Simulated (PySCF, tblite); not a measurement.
C5H7F3O.
Numbering: `[CH2:1]=[CH:2][C@:3]([CH3:4])([OH:5])[C:6]([F:7])([F:8])[F:9]` (hydrogens: H10, H11 on C1; H12 on C2; H13, H14, H15 on C4; H16 on O5)

Computed with GFN2-xTB (tblite), gas phase: nudged elastic band of 9 images (0 to 8), spring 0.2 eV/Å², climbing image at the end, force threshold 0.05 eV/Å. No saddle search or frequency run followed, so the top image need not be a first-order saddle, and its height can exceed the method's true barrier by a kcal/mol or more.

Path: rotation about C3–C6 (carbinol carbon (C–OH), CF3 carbon), followed by the dihedral O5–C3–C6–F9.

Image 0 (start, dihedral 59°):
```
atom  x, y, z in Å
C1      2.233    0.038    0.188
C2      0.998    0.226    0.608
C3     -0.227   -0.126   -0.207
C4     -0.954   -1.325    0.407
O5      0.056   -0.432   -1.546
C6     -1.171    1.099   -0.185
F7     -1.498    1.488    1.055
F8     -0.589    2.159   -0.779
F9     -2.317    0.883   -0.837
H10     2.446   -0.387   -0.779
H11     3.080    0.286    0.803
H12     0.783    0.633    1.585
H13    -1.249   -1.107    1.429
H14    -0.282   -2.178    0.394
H15    -1.833   -1.559   -0.189
H16     0.517    0.309   -1.959
```

Image 8 (end, 0.000 eV, dihedral 180°):
```
atom  x, y, z in Å
C1      2.184   -0.003    0.511
C2      0.897    0.122    0.773
C3     -0.192   -0.088   -0.256
C4     -0.977   -1.368    0.046
O5      0.285   -0.173   -1.571
C6     -1.156    1.118   -0.172
F7     -0.519    2.262   -0.491
F8     -2.191    1.014   -1.011
F9     -1.669    1.294    1.054
H10     2.539   -0.270   -0.471
H11     2.929    0.137    1.272
H12     0.539    0.371    1.761
H13    -1.416   -1.318    1.038
H14    -0.296   -2.212   -0.012
H15    -1.759   -1.496   -0.697
H16     0.794    0.619   -1.785
```

**Question.** What do the inner images look like?

**Answer.** 
Image 1: +0.025 eV, dihedral 74°
```
atom  x, y, z in Å
C1      2.232    0.025    0.232
C2      0.988    0.217    0.624
C3     -0.222   -0.117   -0.221
C4     -0.951   -1.331    0.363
O5      0.084   -0.399   -1.559
C6     -1.177    1.106   -0.184
F7     -1.281    1.653    1.036
F8     -0.736    2.079   -1.003
F9     -2.423    0.819   -0.575
H10     2.465   -0.386   -0.736
H11     3.063    0.257    0.874
H12     0.756    0.604    1.605
H13    -1.263   -1.125    1.383
H14    -0.275   -2.181    0.351
H15    -1.820   -1.562   -0.248
H16     0.551    0.349   -1.955
```

Image 2: +0.080 eV, dihedral 89°
```
atom  x, y, z in Å
C1      2.231    0.019    0.273
C2      0.980    0.199    0.648
C3     -0.218   -0.109   -0.225
C4     -0.952   -1.340    0.318
O5      0.116   -0.371   -1.560
C6     -1.181    1.117   -0.183
F7     -1.071    1.840    0.943
F8     -0.923    1.963   -1.195
F9     -2.474    0.789   -0.283
H10     2.482   -0.367   -0.701
H11     3.048    0.236    0.936
H12     0.734    0.558    1.636
H13    -1.286   -1.159    1.336
H14    -0.273   -2.187    0.300
H15    -1.808   -1.562   -0.314
H16     0.587    0.382   -1.940
```

Image 3: +0.129 eV, dihedral 104°
```
atom  x, y, z in Å
C1      2.226    0.013    0.314
C2      0.969    0.182    0.672
C3     -0.212   -0.104   -0.230
C4     -0.954   -1.348    0.272
O5      0.150   -0.343   -1.562
C6     -1.182    1.127   -0.182
F7     -0.878    2.006    0.787
F8     -1.140    1.821   -1.329
F9     -2.463    0.796    0.017
H10     2.495   -0.349   -0.664
H11     3.032    0.217    0.996
H12     0.705    0.518    1.664
H13    -1.305   -1.192    1.288
H14    -0.273   -2.194    0.246
H15    -1.800   -1.558   -0.378
H16     0.624    0.417   -1.923
```

Image 4 (top): +0.145 eV, dihedral 120°
```
atom  x, y, z in Å
C1      2.218    0.009    0.356
C2      0.955    0.168    0.696
C3     -0.208   -0.100   -0.236
C4     -0.957   -1.356    0.226
O5      0.183   -0.312   -1.564
C6     -1.179    1.130   -0.181
F7     -0.712    2.136    0.582
F8     -1.371    1.659   -1.397
F9     -2.391    0.838    0.305
H10     2.504   -0.335   -0.624
H11     3.014    0.201    1.053
H12     0.669    0.489    1.686
H13    -1.322   -1.224    1.240
H14    -0.276   -2.201    0.191
H15    -1.794   -1.550   -0.440
H16     0.659    0.457   -1.903
```

Image 5: +0.124 eV, dihedral 136°
```
atom  x, y, z in Å
C1      2.208    0.004    0.398
C2      0.939    0.158    0.717
C3     -0.203   -0.097   -0.243
C4     -0.961   -1.361    0.178
O5      0.213   -0.276   -1.569
C6     -1.173    1.128   -0.179
F7     -0.583    2.225    0.334
F8     -1.605    1.482   -1.395
F9     -2.260    0.912    0.571
H10     2.510   -0.323   -0.583
H11     2.993    0.185    1.111
H12     0.631    0.467    1.704
H13    -1.340   -1.253    1.190
H14    -0.280   -2.206    0.136
H15    -1.789   -1.538   -0.504
H16     0.693    0.502   -1.878
```

Image 6: +0.073 eV, dihedral 151°
```
atom  x, y, z in Å
C1      2.199    0.000    0.439
C2      0.923    0.148    0.736
C3     -0.199   -0.094   -0.250
C4     -0.966   -1.364    0.132
O5      0.239   -0.237   -1.574
C6     -1.165    1.123   -0.177
F7     -0.507    2.275    0.057
F8     -1.831    1.304   -1.321
F9     -2.080    1.013    0.795
H10     2.518   -0.312   -0.542
H11     2.970    0.167    1.168
H12     0.594    0.443    1.721
H13    -1.363   -1.274    1.139
H14    -0.285   -2.209    0.086
H15    -1.780   -1.525   -0.570
H16     0.728    0.548   -1.850
```

Image 7: +0.021 eV, dihedral 167°
```
atom  x, y, z in Å
C1      2.190   -0.006    0.479
C2      0.909    0.138    0.753
C3     -0.193   -0.089   -0.258
C4     -0.970   -1.364    0.086
O5      0.264   -0.198   -1.578
C6     -1.160    1.118   -0.175
F7     -0.492    2.287   -0.231
F8     -2.037    1.140   -1.183
F9     -1.868    1.140    0.963
H10     2.527   -0.300   -0.501
H11     2.947    0.146    1.226
H12     0.560    0.413    1.738
H13    -1.387   -1.290    1.086
H14    -0.289   -2.209    0.039
H15    -1.769   -1.510   -0.636
H16     0.761    0.593   -1.821
```

The largest changes of bonds and angles from start to top: C3–C6 1.547 → 1.569 Å, C6–F8 1.347 → 1.340 Å, C6–F7 1.341 → 1.346 Å, C3–C4 1.531 → 1.533 Å, F7–C6–F9 106.8 → 105.8°, C2–C3–C4 110.5 → 109.6°, F7–C6–F8 106.6 → 105.6°. GFN2-xTB torsional profiles can miss by a kcal/mol or more and can put conformers in the wrong order.

**Question.** What do single points at PBE0/pcSseg-1 (PySCF, no dispersion term) give on some images?

**Answer.** 
```
image  GFN2-xTB E (eV)  DFT E (eV)  HOMO (eV)  LUMO (eV)  dipole (D)
    0            0.000       0.000      -8.14      -0.19        1.92
    2            0.080       0.116      -8.13      -0.17        1.91
    4            0.145       0.257      -8.11      -0.11        1.87
    6            0.073       0.148      -8.13      -0.12        1.89
    8            0.000       0.000      -8.14      -0.19        1.94
```

Energies count from image 0 at each level. At the GFN2-xTB top the DFT energy is 5.9 kcal/mol against 3.4; the geometries weren't optimised at the DFT level.

The cost below is that of the whole band run. Hardware: an AMD EPYC with one thread, shared host with 64 logical CPUs at a one-minute load of 61. Cost: 8.2 s, 0.19 GiB resident at most.
